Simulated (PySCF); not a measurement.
PySCF input for C4H7NO, SMILES C=C/N=C/CO, PBE/pcSseg-1. Geometry: ωB97X-D3(BJ)/def2-SVP. The structure was generated by enumeration; whether it is a known compound was not checked. One conformer was computed; it need not be the lowest.

```python
import numpy as np
from pyscf import gto, scf, dft
from pyscf.prop.nmr import rks as nmr

mol = gto.M(
    atom='''
    C     2.99185012   -0.42386772   -0.19420014
    C     1.82899477   -0.12662550    0.39106253
    N     0.64171038   -0.00823996   -0.35614585
    C    -0.42366370    0.29480357    0.26662845
    C    -1.74186401    0.46401310   -0.44144700
    O    -2.80121425   -0.14027250    0.26619784
    H     3.91116529   -0.51507614    0.38974836
    H     3.03695477   -0.57900404   -1.27595511
    H     1.76649586    0.03528252    1.48042498
    H    -0.45101245    0.44971430    1.36609169
    H    -1.63590238    0.09263533   -1.47725184
    H    -1.97812781    1.54069147   -0.49657383
    H    -2.66373503   -1.09432450    0.24469082
    ''',
    basis='pcSseg-1',
    charge=0,
    spin=0,
    max_memory=1600,
    verbose=3,
)
mf = dft.RKS(mol, xc='pbe')
mf.grids.level = 3
mf.conv_tol = 1e-10
mf.max_cycle = 100
mf.kernel()
n = nmr.NMR(mf)
n.verbose = 2
n.max_cycle_cphf = 60
sigma = n.kernel()
print('atom   isotropic/ppm   span/ppm')
for i, s in enumerate(sigma):
    w = np.linalg.eigvalsh((s + s.T) / 2)
    print(f'{mol.atom_symbol(i):2s}{i + 1:3d} {w.mean():14.3f} {w[2] - w[0]:11.3f}')
```

It prints:

```
converged SCF energy = -286.181680619433
atom   isotropic/ppm   span/ppm
C   1         55.562     198.049
C   2         24.013     172.901
N   3       -113.200     625.845
C   4          9.596     149.648
C   5        106.144      52.745
O   6        295.082      40.679
H   7         25.803       4.509
H   8         25.322       5.275
H   9         24.496       4.612
H  10         23.510       3.130
H  11         26.860       7.953
H  12         26.731       6.743
H  13         31.129      18.514
```

The calculation finished and met its thresholds.
